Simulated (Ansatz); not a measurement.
BrFH2OSn (`[OH][SnH]([F])[Br]`), relaxed with RKS PBE-D4/def2-SVP in Ansatz 0.2.0 from a rough embedded geometry. The force threshold is 0.03 eV/Å; the program also tests the step.

The species carries charge 0 and has multiplicity 1. Sn: def2 effective core potential.

Start:

```xyz
6

O     0.750   -0.840   -1.155
Sn   -0.011    0.035    0.411
F     1.361    0.137    1.740
Br   -0.747    2.374   -0.135
H    -0.011   -0.805   -1.873
H    -1.341   -0.901    1.013
```

**Question.** How much energy does the relaxation release, and in how many steps? (An estimate is asked.)

**Answer.** Computed: 26.33 kJ/mol, in 15 steps, 3 of them rejected.

**Question.** Which bonds change most? (Estimate.)

**Answer.** The calculation gave: O1–H5 from 1.047 to 0.978 Å; Sn2–F3 from 1.913 to 1.955 Å; O1–Sn2 from 1.948 to 1.988 Å; Sn2–H6 from 1.734 to 1.715 Å.

**Question.** Give the relaxed structure. (Estimate.)

**Answer.** Ansatz gave: 
```xyz
6

O     0.195   -1.047   -1.229
Sn   -0.214   -0.016    0.421
F     1.455    0.144    1.426
Br   -0.854    2.331   -0.153
H     0.790   -0.534   -1.811
H    -1.371   -0.879    1.346
```
